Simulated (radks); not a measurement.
Values are calculated unless marked as measured or tabulated.
Spherical quantum dot in the effective-mass picture: electrons in a hard-walled sphere of radius 10.1, with a point charge +1 (a donor) at the centre, all in effective atomic units (hartree* = m*/eps^2 hartree, bohr* = eps/m* bohr), one dielectric constant everywhere. Level of theory: non-relativistic Kohn-Sham, LDA (Slater exchange, Perdew-Wang correlation), spin-polarised, spherical densities (a radial shooting solver with Libxc functionals). Levels are named by radial order and angular momentum (1s, 1p, 1d, 2s, ...), and open shells are averaged over m.

N = 6, configuration 1s2 1p(up 3, down 0) 2s(up 1, down 0). This is the lowest configuration that the search found (a dilute case). Occupied and some empty levels:

| level | occupation | eigenvalue (hartree*) | <r> (bohr*) |
|---|---|---|---|
| 1s up | 1 | 0.57157 | 3.208 |
| 1s down | 1 | 0.61859 | 4.942 |
| 2s up | 1 | 0.63123 | 5.451 |
| 1p up | 3 | 0.63342 | 6.827 |
| 1p down | 0 | 0.66212 | 6.814 |
| 1d up | 0 | 0.68122 | 7.099 |
| 2s down | 0 | 0.68589 | 4.070 |
| 1d down | 0 | 0.71020 | 7.103 |
| 1f up | 0 | 0.74538 | 7.312 |
| 1f down | 0 | 0.77432 | 7.326 |
| 1g up | 0 | 0.82461 | 7.493 |
| 1g down | 0 | 0.85327 | 7.511 |
| 2p up | 0 | 0.85947 | 5.097 |
| 2p down | 0 | 0.88190 | 5.140 |

Energy (hartree*): total 1.10198, kinetic 0.95569, external -1.8572, Hartree 2.8929, exchange-correlation -0.88940.

Electron density:

| r (bohr*) | n(r) (e/bohr*^3) |
|---|---|
| 0.500 | 0.1151 |
| 1.00 | 0.04441 |
| 1.51 | 0.01837 |
| 2.01 | 0.008207 |
| 2.52 | 0.004083 |
| 3.02 | 0.002383 |
| 3.53 | 0.001725 |
| 4.03 | 0.001550 |
| 4.54 | 0.001614 |
| 5.04 | 0.001793 |
| 5.55 | 0.001999 |
| 6.05 | 0.002158 |
| 6.56 | 0.002197 |
| 7.06 | 0.002068 |
| 7.57 | 0.001758 |
| 8.07 | 0.001309 |
| 8.58 | 0.0008118 |
| 9.08 | 0.0003773 |
| 9.59 | 0.00009440 |
| 10.1 | 2.009e-07 |
